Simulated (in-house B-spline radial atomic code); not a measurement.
**Pt6+: [Kr] 4d10 4f14 5s2 (5p1/2)2 (5p3/2)3 5d5 (with a hole in an inner shell)**

Computed with a radial B-spline atomic code at the basis-set limit: Dirac-Hartree-Fock, average of the jj configuration, Fermi nucleus of rms radius 5.427 fm.

Screening seen three ways: the hydrogenic charge with the same mean radius, Z_r = [3n² - l(l+1)]/(2<r>), the one with the same energy, Z_e = n√(-2ε), and Slater's rules. Values are occupation-weighted means over j. An effective charge above Z reflects the relativistic contraction of the inner shells.

```csv
shell,electrons,ε (eV),<r> (bohr),Z_r,Z_e,Slater
1s,2,-79001,0.01715,87.46,76.20,77.70
2s,2,-14097,0.07166,83.73,64.38,73.85
2p,6,-12332,0.06473,77.24,60.21,73.85
3s,2,-3447.1,0.1862,72.50,47.75,66.75
3p,6,-2917.3,0.1869,66.87,43.93,66.75
3d,10,-2291.7,0.1705,61.57,38.94,56.85
4s,2,-847.33,0.415,57.84,31.57,50.25
4p,6,-668.71,0.44,52.27,28.04,50.25
4d,10,-436.24,0.4675,44.92,22.65,38.85
5s,2,-205.22,0.9458,39.65,19.42,20.70
4f,14,-181.3,0.5089,35.37,14.60,27.45
5p,5,-155.7,1.057,34.53,16.91,20.70
5d,5,-91.469,1.334,25.87,12.96,9.60
```

The least bound orbital is 5d5/2 at -90.34 eV, and it is also the most diffuse (<r> = 1.348 bohr).

For the 1s electron the small component carries 8.75 % of the norm, the zero-frequency Breit interaction raises the level by 290.1 eV, self-energy by 184.7 eV, and vacuum polarisation lowers it by 37.08 eV.
